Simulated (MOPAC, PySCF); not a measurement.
[Cd(NH2)(Br)], neutral singlet in the gas phase. 

Cartesian coordinates (Å):
```xyz
5

Cd    -0.0630     0.0061    -0.0179
N     -0.7185    -1.8875    -0.3593
H     -0.5749    -2.4548     0.4908
H     -0.1185    -2.3311    -1.0722
Br     0.4876     2.3464     0.3282
```
Charge 0, spin multiplicity 1.

All levels are single points at this geometry (PBE-D3(BJ)/def2-SVP); Pople sets use spherical d functions. Orbital energies aren't observables, and empty levels follow the basis.

```tsv
level	HOMO (eV)	LUMO (eV)	gap (eV)	dipole (D)	vertical IE, Delta-SCF (eV)
PBE-D3(BJ)/def2-TZVP in PySCF	-6.15	-2.39	3.76	2.52	–
TPSSh-D3(BJ)/def2-TZVP in PySCF	-6.70	-1.90	4.80	2.57	–
B3LYP/6-311+G** (LANL2DZ on Br, Cd) in PySCF	-7.12	-1.95	5.16	2.65	–
B3LYP/6-31G* (LANL2DZ on Cd) in PySCF	-6.82	-1.76	5.06	2.99	9.21
M06-2X/6-31G* (LANL2DZ on Cd) in PySCF	-8.40	-0.75	7.64	3.06	–
SVWN5/6-31G* (LANL2DZ on Cd) in PySCF	-5.93	-2.53	3.41	3.09	9.23
HF/6-31G* (LANL2DZ on Cd) in PySCF	-10.42	1.48	11.90	2.94	8.01
PM6 in MOPAC	-8.71	-0.73	7.99	2.54	–
PM7 in MOPAC	-10.25	-0.99	9.25	3.23	–
```
